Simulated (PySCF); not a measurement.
C3H12O2Si2.
SMILES with atom numbers: `[CH3:1][O:2][SiH2:3][O:4][CH2:5][CH2:6][SiH3:7]` (hydrogens: H8, H9, H10 on C1; H11, H12 on Si3; H13, H14 on C5; H15, H16 on C6; H17, H18, H19 on Si7)

Cartesian coordinates in Å at the PBE0-D3(BJ)/def2-SVP level; atoms count from 1:
```
atom  x, y, z in Å
C1    -3.0749   -0.0161   -1.4205
O2    -3.0975   -0.1880   -0.0322
Si3   -1.9272   -0.9528    0.8548
O4    -0.4995   -0.1147    0.9419
C5     0.5229   -0.1039   -0.0229
C6     1.8818   -0.1396    0.6481
Si7    3.3508   -0.0557   -0.5335
H8    -2.3842    0.7922   -1.7213
H9    -2.7749   -0.9389   -1.9528
H10   -4.0842    0.2577   -1.7641
H11   -1.6372   -2.2800    0.2205
H12   -2.4557   -1.0450    2.2328
H13    0.4283    0.8092   -0.6401
H14    0.4222   -0.9664   -0.7126
H15    1.9680   -1.0607    1.2497
H16    1.9554    0.7017    1.3580
H17    3.3256    1.2198   -1.3155
H18    4.6283   -0.1226    0.2378
H19    3.3145   -1.1957   -1.5025
```

Computed with PySCF at wB97X-D/def2-SVPD, non-relativistic, on one gas-phase PBE0-D3(BJ)/def2-SVP geometry that isn't relaxed in the solvent. The solvent is an IEF-PCM continuum (Bondi radii, 1.10 Å for H, scaled by 1.2), and excitations are vertical TDDFT with non-equilibrium linear response and a frozen core. Only the electrostatic response of the medium enters.

```tsv
run	E − E(gas) (kJ/mol)	HOMO (eV)	HOMO–LUMO gap (eV)	dipole (D)	lowest singlet (eV)	static polarisability (au)
gas	0.00	-10.08	11.99	1.44	7.85	98.4
P	-6.54	-10.04	12.05	1.68	7.87	110.3
Q	-10.73	-10.03	12.09	1.86	7.89	118.6
```

Problem. The runs were made in benzene and chloroform. Which run belongs to which solvent?

Solution. P = benzene, Q = chloroform. The dielectric constants are 2.271 (benzene), 4.711 (chloroform), and the energy falls further as ε rises. The optical constants n² used for the excitations are 2.25, 2.09 in the same order. In this model the ground state sees the solvent through ε alone.

Problem. How constant is the ratio of the lowering to (ε − 1)/(2ε + 1)?

Solution. 
```
   solvent  (ε − 1)/(2ε + 1)  E − E(gas) (kJ/mol)  ratio (kJ/mol)  polarisation term (kJ/mol)
   benzene             0.229                -6.54           -28.5                       -6.98
chloroform             0.356               -10.73           -30.1                      -11.99
```

The ratio changes by +5.7 % in size from benzene to chloroform. The polarisation term is half the interaction of the solute with the induced surface charges.

The pairwise dispersion term of wB97X-D wasn't added to the energies; at a given geometry it leaves orbitals and properties as they are.
